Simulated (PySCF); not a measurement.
**Al2H2Cl4O2**

The system: Al2H2Cl4O2, a molecule drawn as a unit of a network glass or zeolite (built as: Al Al, Cl ends, O bridges); neutral, singlet. The structure was relaxed in the gas phase by PBE0-D3(BJ)/def2-SVP. No frequency run checks that it is a minimum.

SMILES: [Cl][Al-]1([Cl])[OH+][Al-]([Cl])([Cl])[OH+]1

```
atom   x (Å)   y (Å)   z (Å)
 Cl1  -0.665  -2.423  -1.739
 Al2   0.547  -1.167  -0.579
 Cl3   2.560  -1.683  -0.315
  O4   0.294   0.614  -0.968
 Al5  -0.528   1.164   0.584
 Cl6   0.661   2.437   1.748
 Cl7  -2.545   1.661   0.303
  O8  -0.267  -0.615   0.976
  H9   0.491   1.103  -1.770
 H10  -0.507  -1.115   1.761
```

Shieldings: GIAO PBE0/pcSseg-1. Shifts are against computed references at the same level: H TMS (σ 31.27 ppm). Core levels by delta-SCF with SCAN, pcX-2 on the ionised atom and pcseg-1 elsewhere, spin-free X2C (2p3/2 is the spin-free 2p value less a third of a first-order spin-orbit splitting); from the vacuum level, for chosen atoms.

(1) Give the NMR and core-level values of the distinct atoms.

(2) By CAM-B3LYP/def2-SVPD (TDDFT singlets, Tamm-Dancoff triplets, ionisation by delta-SCF), where does absorption start, and what does vertical ionisation take?

## Answers

(1) 
```json
{"atoms": "Cl1 Cl7", "bonded to": "1 Al", "σ (ppm)": "969.6", "δ (ppm)": "-", "core level (eV)": "2p3/2 206.03"}
{"atoms": "Al2 Al5", "bonded to": "2 Cl + 2 O", "σ (ppm)": "473.2", "δ (ppm)": "-", "core level (eV)": "2p3/2 82.50"}
{"atoms": "Cl3 Cl6", "bonded to": "1 Al", "σ (ppm)": "969.6", "δ (ppm)": "-", "core level (eV)": "2p3/2 206.05"}
{"atoms": "O4 O8", "bonded to": "2 Al + 1 H", "σ (ppm)": "279.8", "δ (ppm)": "-", "core level (eV)": "1s 540.80"}
{"atoms": "H9 H10", "bonded to": "1 O", "σ (ppm)": "28.72", "δ (ppm)": "2.55", "core level (eV)": "-"}
```

Values are those of this one static structure; atoms that internal rotation interchanges would show their mean in an NMR spectrum.

(2) The lowest singlet lies at 7.31 eV (f 0.033), the strongest of the first 6 at 7.85 eV (f 0.202), the lowest triplet at 7.10 eV; vertical ionisation takes 11.34 eV.
